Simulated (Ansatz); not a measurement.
Cartesian coordinates in Å:
```
O -3.265 2.687 0.120
C -2.370 1.948 0.086
N -1.442 1.182 0.051
Ti 0.000 -0.002 -0.002
N -0.479 -1.524 -0.970
C -0.793 -2.508 -1.590
O -1.096 -3.456 -2.187
N 1.455 0.827 -0.826
C 2.394 1.365 -1.356
O 3.298 1.883 -1.866
N 0.467 -0.492 1.737
C 0.770 -0.805 2.860
O 1.062 -1.107 3.942
```

Total charge 0; spin multiplicity 1.

Question: List the r2SCAN/def2-TZVPP orbital energies in eV (Ansatz). (Estimate.)

Answer: Ansatz gave: Occupied: -4858.19, -540.20, -517.78, -517.78, -517.78, -517.78, -450.30, -450.30, -450.30, -386.34, -386.34, -386.34, -386.34, -277.23, -277.23, -277.23, -277.23, -65.24, -41.24, -41.24, -41.23, -29.95, -29.95, -29.94, -29.94, -24.87, -24.77, -24.77, -24.77, -14.21, -13.97, -13.97, -13.97, -13.05, -12.81, -12.81, -12.81, -12.47, -12.47, -12.42, -12.42, -12.42, -12.34, -12.34, -12.34, -9.00, -9.00, -8.62, -8.62, -8.62, -7.98, -7.98, -7.98. Lowest empty: -4.24, -4.24, -3.21, -3.21, -3.21, -0.47, 0.59, 0.59.
